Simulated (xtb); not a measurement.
silane (H$_{4}$Si), singlet, from a rough starting geometry; GFN2-xTB in xtb 6.7.1.

The xtb input:
```
$ xtb mol.xyz --gfn 2 --opt vtight --json

# file mol.xyz
5

Si     0.01167163    -0.00958390    -0.00155757
H      0.87032804     0.90583390     0.85367544
H     -0.91039342    -0.86734872     0.85268728
H     -0.86301635     0.90383134    -0.88426618
H      0.82021109    -0.88534216    -0.88266684
```

Output, abridged:

```
   ID    Z sym.   atoms
    1   14 Si     1
    2    1 H      2-5

           -------------------------------------------------
          |                Calculation Setup                |
           -------------------------------------------------

           -------------------------------------------------
          |                 G F N 2 - x T B                 |
           -------------------------------------------------

          ...................................................
          :                      SETUP                      :
          :.................................................:
          :  # basis functions                  14          :
          :  # atomic orbitals                  13          :
          :  # shells                            7          :
          :  # electrons                         8          :
          :  max. iterations                   250          :
          :  Hamiltonian                  GFN2-xTB          :
          :  restarted?                      false          :
          :  GBSA solvation                  false          :
          :  PC potential                    false          :
          :  electronic temp.          300.0000000     K    :
          :  accuracy                    1.0000000          :
          :  -> integral cutoff          0.2500000E+02      :
          :  -> integral neglect         0.1000000E-07      :
          :  -> SCF convergence          0.1000000E-05 Eh   :
          :  -> wf. convergence          0.1000000E-03 e    :
          :  Broyden damping             0.4000000          :
          :  net charge                          0          :
          :  unpaired electrons                  0          :
          ...................................................

 iter      E             dE          RMSdq      gap      omega  full diag
   1     -3.6996602 -0.369966E+01  0.592E+00    7.60       0.0  T
   2     -3.7832770 -0.836168E-01  0.175E+00    6.21       1.0  T
   3     -3.7835053 -0.228334E-03  0.798E-01    6.21       1.0  T
   4     -3.7835405 -0.351401E-04  0.147E-01    6.21       1.0  T
   5     -3.7834363  0.104171E-03  0.259E-01    6.24       1.0  T
   6     -3.7835544 -0.118112E-03  0.456E-02    6.22       1.0  T
   7     -3.7835574 -0.302499E-05  0.222E-02    6.21       2.0  T
   8     -3.7835581 -0.715941E-06  0.190E-03    6.21      23.5  T
   9     -3.7835581 -0.543051E-08  0.610E-04    6.21      73.3  T
[...]
 * total energy  :    -3.7628354 Eh     change        0.6857462E-03 Eh
 * total energy  :    -3.7638857 Eh     change       -0.1050305E-02 Eh
 * total energy  :    -3.7638799 Eh     change        0.5763456E-05 Eh
 * total energy  :    -3.7638881 Eh     change       -0.8175471E-05 Eh
 * total energy  :    -3.7638877 Eh     change        0.3579981E-06 Eh
 * total energy  :    -3.7638907 Eh     change       -0.2965978E-05 Eh
 * total energy  :    -3.7638896 Eh     change        0.1080195E-05 Eh
 * total energy  :    -3.7638909 Eh     change       -0.1265913E-05 Eh
 * total energy  :    -3.7638907 Eh     change        0.1291333E-06 Eh
 * total energy  :    -3.7638909 Eh     change       -0.1698554E-06 Eh
 * total energy  :    -3.7638909 Eh     change        0.3821077E-09 Eh
 * total energy  :    -3.7638909 Eh     change       -0.5061169E-09 Eh
   *** GEOMETRY OPTIMIZATION CONVERGED AFTER 14 ITERATIONS ***
         :: total energy              -3.763890914249 Eh    ::
[...]
        12                          0.6753167              18.3763
        13                          0.6753168              18.3763
      -------------------------------------------------------------
                  HL-Gap            0.2464948 Eh            6.7075 eV
             Fermi-level           -0.3041810 Eh           -8.2772 eV

     #   Z          covCN         q      C6AA      α(0)
     1  14 Si       3.676     0.433    98.976    19.062
     2   1 H        0.919    -0.108     5.864     3.787
     3   1 H        0.919    -0.108     5.864     3.787
     4   1 H        0.919    -0.108     5.864     3.787
     5   1 H        0.919    -0.108     5.864     3.787

 Mol. C6AA /au·bohr⁶  :        381.594528
 Mol. C8AA /au·bohr⁸  :      13765.066765
 Mol. α(0) /au        :         34.211262

Wiberg/Mayer (AO) data.
largest (>0.10) Wiberg bond orders for each atom

 ---------------------------------------------------------------------------
     #   Z sym  total        # sym  WBO       # sym  WBO       # sym  WBO
 ---------------------------------------------------------------------------
     1  14 Si   3.635 --     5 H    0.909     4 H    0.909     3 H    0.909
                             2 H    0.909
     2   1 H    0.988 --     1 Si   0.909
     3   1 H    0.988 --     1 Si   0.909
     4   1 H    0.988 --     1 Si   0.909
     5   1 H    0.988 --     1 Si   0.909
 ---------------------------------------------------------------------------

Topologies differ in total number of bonds
Writing topology from bond orders to xtbtopo.mol

molecular dipole:
                 x           y           z       tot (Debye)
 q only:       -0.000       0.000       0.000
   full:       -0.000       0.000       0.000       0.000
molecular quadrupole (traceless):
                xx          xy          yy          xz          yz          zz
 q only:        0.000      -0.000      -0.000       0.000      -0.000       0.000
  q+dip:       -0.000       0.000       0.000       0.000      -0.000      -0.000
   full:        0.000      -0.000      -0.000       0.000      -0.000       0.000

optimized geometry written to: xtbopt.xyz

           -------------------------------------------------
          | TOTAL ENERGY               -3.763890914249 Eh   |
          | GRADIENT NORM               0.000000243958 Eh/α |
          | HOMO-LUMO GAP               6.707465050657 eV   |
           -------------------------------------------------

normal termination of xtb
```
